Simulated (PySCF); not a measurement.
Z-matrix (Å, degrees):
```
Si
H 1 1.4911
H 1 1.4920 2 107.62
C 1 1.8831 2 110.34 3 119.71
H 4 1.0949 1 108.15 2 57.38
H 4 1.0951 5 106.13 1 115.31
C 4 1.5254 5 110.51 6 119.75
H 7 1.0929 4 111.49 5 -59.75
H 7 1.0931 8 107.44 4 -122.49
H 7 1.0931 8 107.53 9 -115.13
Si 1 2.3419 2 108.68 3 -117.41
H 11 1.4884 1 110.77 2 55.54
H 11 1.4894 12 108.24 1 -121.93
H 11 1.4900 12 108.40 13 -116.87
```
Charge 0, multiplicity 1.

### Question
Give the HOMO, dipole moment and total energy at the level PBE0-D3(BJ)/def2-TZVP run with PySCF.

### Answer

```yaml
HOMO: -7.95 eV
dipole_moment: 1.05 D
total_energy: -660.9156 Ha
```
